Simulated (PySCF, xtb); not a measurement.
Si(F)(Br)(Me)(OH) (CH4BrFOSi), SMILES C[Si](O)(F)Br.

GFN2-xTB (xtb 6.7.1) at its own geometry gives an orbital gap of 7.08 eV and a dipole moment of 4.60 D.

Coordinates come from a PBE0-D3(BJ)/def2-SVP optimisation. This is a generated structure with no PubChem entry under its InChIKey; it may be hypothetical. One conformer was computed; it need not be the lowest.

Question: What does PBE/def2-TZVP run with PySCF give? (Estimate from the structure and the level; the computed values follow.)

Answer: gap 6.88 eV (levels -7.29 and -0.40 eV), dipole 1.16 D.
